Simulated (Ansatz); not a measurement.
Relaxation of BClH$_{4}$OS (8 atoms, charge 0, multiplicity 1), to a largest force component of 0.03 eV/Å in at most 50 steps.

The calculation used RKS B3LYP-D4/6-31G* (Ansatz).

```xyz
8
Properties=species:S:1:pos:R:3
B -0.010 -0.231 0.113
O -0.158 -0.561 1.446
H -1.089 -0.492 1.713
Cl 1.606 -0.417 -0.583
H -0.920 0.083 -0.584
S 0.420 2.610 1.270
H 1.675 2.321 0.869
H 0.381 1.496 2.080
```

Q: Where does it end, and by what steps?

A: It converged. The force dipped under the threshold on the way, but the program's further checks kept it going. After 27 steps the energy has fallen by 0.123 eV; H8 moved furthest, 0.89 Å.

| step | energy less start (eV) | largest force component (eV/Å) | accepted |
| --- | --- | --- | --- |
| 0 | 0.0000 | 0.914 | yes |
| 1 | -0.0881 | 0.607 | yes |
| 2 | -0.0189 | 2.382 | no |
| 3 | -0.1043 | 0.196 | yes |
| 4 | -0.1091 | 0.180 | yes |
| 5 | -0.1136 | 0.124 | yes |
| 6 | -0.1118 | 0.319 | no |
| 7 | -0.1167 | 0.043 | yes |
| 8 | -0.1178 | 0.154 | yes |
| 9 | -0.1191 | 0.054 | yes |
| 10 | -0.1179 | 0.134 | no |
| 11 | -0.1194 | 0.029 | yes |
| 12 | -0.1200 | 0.083 | yes |
| 13 | -0.1203 | 0.100 | yes |
| 14 | -0.1207 | 0.081 | yes |
| 15 | -0.1210 | 0.065 | yes |
| 16 | -0.1214 | 0.065 | yes |
| 17 | -0.1215 | 0.065 | yes |
| 18 | -0.1218 | 0.057 | yes |
| 19 | -0.1221 | 0.059 | yes |
| 20 | -0.1223 | 0.041 | yes |
| 21 | -0.1224 | 0.061 | yes |
| 22 | -0.1225 | 0.074 | yes |
| 23 | -0.1224 | 0.086 | no |
| 24 | -0.1228 | 0.026 | yes |
| 25 | -0.1229 | 0.018 | yes |
| 26 | -0.1230 | 0.066 | yes |
| 27 | -0.1231 | 0.024 | yes |

```xyz
8
Properties=species:S:1:pos:R:3
B -0.051 -0.383 0.144
O -0.464 -0.871 1.330
H -1.412 -0.720 1.462
Cl 1.675 -0.545 -0.249
H -0.777 0.104 -0.665
S 0.427 2.670 1.545
H 1.306 2.742 0.523
H 1.203 1.810 2.237
```

Whether the end is a true minimum wasn't checked by a vibrational analysis.

Time of the run: 100 s on 1 thread of Arm Neoverse V1 (shared host), peak memory 0.17 GiB.
